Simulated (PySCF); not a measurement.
Sc(OH)3 (H3O3Sc), SMILES [OH][Sc]([OH])[OH]. Atoms are numbered in the order given.

```xyz
7

Sc     0.0000     0.0000     0.0000
O      1.5874    -0.9974     0.0000
H      2.0522    -1.8381     0.0000
O     -1.6575    -0.8760     0.0000
H     -2.6179    -0.8582     0.0000
O      0.0701     1.8734     0.0000
H      0.5658     2.6963     0.0000
```

Coordinates come from a B3LYP-D3(BJ)/def2-SVP optimisation. Other conformers were not sampled.

Calculation: CAM-B3LYP/def2-TZVPD (PySCF).

- total energy: -988.44886 hartree
- point group: C3h
- highest occupied level: -9.90 eV
- lowest empty level: -0.68 eV
- orbital gap: 9.22 eV
- dipole moment: 0.00 D
- quadrupole, principal values (traceless, Buckingham form, about the centre of nuclear charge): -0.61, -0.61, 1.23 D·Å
- mean static polarisability: 45.7 bohr³ (6.78 Å³)
- polarisability, principal values: 34.9, 51.2, 51.2 bohr³
